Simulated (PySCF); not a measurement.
NaCd: energy against distance

Set-up: basis Na cc-pVDZ, Cd cc-pVDZ-PP with ECP28; scalar-relativistic core potentials; PySCF 2.14. Energies in eV from Na + Cd in their ground configurations at the same level. State: ²Σ⁺ (doublet), unpaired electrons σ ↑.

All columns are PBE0. A positive dipole means Na(−)Cd(+).

```csv
R (Å),E (eV),μ (D),Mulliken charge on Na (basis-dependent),HOMO (eV),LUMO (eV),Mayer bond order,⟨S²⟩
2.939,-0.064,-0.76,0.07,-3.42,-1.55,0.56,0.75
3.075,-0.108,-0.78,0.07,-3.45,-1.58,0.48,0.75
3.212,-0.130,-0.78,0.08,-3.47,-1.59,0.41,0.75
3.314,-0.137,-0.78,0.08,-3.49,-1.60,0.37,0.75
3.417,-0.139,-0.77,0.08,-3.51,-1.61,0.32,0.75
3.519,-0.137,-0.76,0.08,-3.53,-1.61,0.28,0.75
3.656,-0.129,-0.73,0.08,-3.55,-1.61,0.24,0.75
3.827,-0.116,-0.70,0.08,-3.57,-1.61,0.19,0.75
4.032,-0.099,-0.65,0.07,-3.59,-1.59,0.14,0.75
4.305,-0.077,-0.58,0.06,-3.61,-1.56,0.10,0.75
```

A fit through these points gives, at Re = 3.400 Å, μ = -0.77 D and dμ/dR = 0.0980 D/Å; the reduced mass is 19.13 u.

How strong is the fundamental in the double-harmonic approximation, I = 42.26·(dμ/dR)²/μred km/mol?

I = 42.26·(0.0980)²/19.13 = 0.0212 km/mol at PBE0.

The bond is weak. Basis-set superposition, not corrected here, can be much of De in a small basis, most of all at correlated wavefunction levels. Functionals without a dispersion term scatter widely for such bonds, and LDA overbinds them. Spin–orbit coupling is left out. The state is the lowest determinant that a PBE0 search found; another state may lie lower at other levels.
